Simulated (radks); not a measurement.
Results of a calculation; reference values are marked as such.
Initial-state core-level shifts of neutral holmium when its valence configuration changes from [Xe] 4f11 6s2. Code: a radial shooting solver on a logarithmic mesh with Libxc functionals. Model: Dirac Kohn-Sham, PBE, spin-unpolarised, spherical densities, finite nucleus; open shells fill j = l - 1/2 first; Fermi nuclear charge, rms radius 5.2022 fm. Shifts are changes of the shell-averaged eigenvalues in eV (positive: less bound); the change of the density at the nucleus, which sets a Mossbauer isomer shift, is in e/bohr^3, on a base of 8.054e+05.

valence                2s       3p       3d       5p  density at nucleus
4f10 5d1 6s2       -6.838   -7.598   -7.523   -3.159              +41.69
4f11 6s1 6p1       -1.269   -1.252   -1.253   -1.311              -26.21
4f10 6s2 6p1       -9.967  -10.672  -10.609   -6.144              +58.05
4f10 5d1 6s1 6p1   -8.023   -8.780   -8.705   -4.345              +10.84
4f11 6p2           -2.432   -2.397   -2.400   -2.506              -56.30
4f9 5d2 6s1 6p1   -15.744  -17.512  -17.340   -7.227              +54.53
4f9 6s2 6p2       -21.714  -23.359  -23.216  -12.509             +129.73
